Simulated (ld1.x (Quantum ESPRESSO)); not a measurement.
**u(r) = r·R(r): atom against pseudo-atom (F)**

Columns: radius, all-electron u(r) and pseudo u(r) of the 2s shell (level -29.90 eV) of fluorine in the configuration [He] 2s2 2p5; PBE, scalar-relativistic, TM scheme, ld1.x (Quantum ESPRESSO) 7.5.

```json
{"r (bohr)": "0.095", "all-electron": "0.4513", "pseudo": "-0.1267"}
{"r (bohr)": "0.190", "all-electron": "0.2136", "pseudo": "-0.2543"}
{"r (bohr)": "0.285", "all-electron": "-0.1684", "pseudo": "-0.3919"}
{"r (bohr)": "0.380", "all-electron": "-0.5095", "pseudo": "-0.5624"}
{"r (bohr)": "0.475", "all-electron": "-0.7603", "pseudo": "-0.7622"}
{"r (bohr)": "0.570", "all-electron": "-0.9190", "pseudo": "-0.9190"}
{"r (bohr)": "0.665", "all-electron": "-1.0012", "pseudo": "-1.0012"}
{"r (bohr)": "0.760", "all-electron": "-1.0257", "pseudo": "-1.0257"}
{"r (bohr)": "0.855", "all-electron": "-1.0099", "pseudo": "-1.0099"}
{"r (bohr)": "0.950", "all-electron": "-0.9676", "pseudo": "-0.9676"}
{"r (bohr)": "1.045", "all-electron": "-0.9092", "pseudo": "-0.9092"}
{"r (bohr)": "1.140", "all-electron": "-0.8422", "pseudo": "-0.8422"}
{"r (bohr)": "1.235", "all-electron": "-0.7717", "pseudo": "-0.7717"}
{"r (bohr)": "1.330", "all-electron": "-0.7012", "pseudo": "-0.7012"}
{"r (bohr)": "1.425", "all-electron": "-0.6329", "pseudo": "-0.6329"}
{"r (bohr)": "1.520", "all-electron": "-0.5683", "pseudo": "-0.5683"}
{"r (bohr)": "1.615", "all-electron": "-0.5081", "pseudo": "-0.5081"}
{"r (bohr)": "1.710", "all-electron": "-0.4527", "pseudo": "-0.4527"}
{"r (bohr)": "1.805", "all-electron": "-0.4022", "pseudo": "-0.4022"}
{"r (bohr)": "1.900", "all-electron": "-0.3565", "pseudo": "-0.3565"}
{"r (bohr)": "1.995", "all-electron": "-0.3153", "pseudo": "-0.3153"}
{"r (bohr)": "2.090", "all-electron": "-0.2784", "pseudo": "-0.2784"}
{"r (bohr)": "2.185", "all-electron": "-0.2455", "pseudo": "-0.2455"}
{"r (bohr)": "2.280", "all-electron": "-0.2162", "pseudo": "-0.2162"}
{"r (bohr)": "2.375", "all-electron": "-0.1902", "pseudo": "-0.1902"}
{"r (bohr)": "2.470", "all-electron": "-0.1672", "pseudo": "-0.1672"}
```

Question: How many radial nodes do the two functions have?

Answer: The all-electron 2s function has n − l − 1 = 1; the pseudo-wave has 0, since the states of the same l below it are removed with the core.

Question: At about which radius was the pseudo-wave matched?

Answer: 0.55 bohr, where the columns begin to agree (steps of 0.10 bohr).

Question: Is the pseudo-wave norm-conserving?

Answer: Yes: the TM scheme keeps the norm inside the radius equal to the all-electron one, which fixes the energy derivative of the logarithmic derivative at the level.
